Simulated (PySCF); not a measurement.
Sr(F)2 cation (F2Sr), SMILES [F][Sr][F] (connectivity only; charge and spin as stated), charge +1, multiplicity 2. The structure is a stationary point at PBE-D3(BJ)/def2-TZVP. The multiplicity is an assumed one; other spin states were not compared. The isomer is the one that the SMILES or the coordinates give; other isomers of the formula were not compared. The def2 effective core potentials stand for the cores of Sr; spin–orbit coupling is left out.

These are PBE-D3(BJ)/def2-TZVP in PySCF values and carry that method's errors.

Harmonic wavenumbers (cm⁻¹): 290, 312, 449. Rotational constants (GHz): 12.71, 4.961, 3.568; symmetry number 2.

### Question
Work out the zero-point energy and the ideal-gas rigid-rotor harmonic-oscillator thermochemistry at 298.15 K and 1 atm.

### Answer
ZPE = ½ Σ hcν = ½ × 1051 cm⁻¹ = 6.28 kJ/mol. H − E(el) = 19.10 kJ/mol. Entropy in J/(mol K): translation 169.02, rotation 97.88, vibration 15.17, spin 5.76, total 287.84. G − E(el) = -66.72 kJ/mol. Cp = 52.95 J/(mol K).
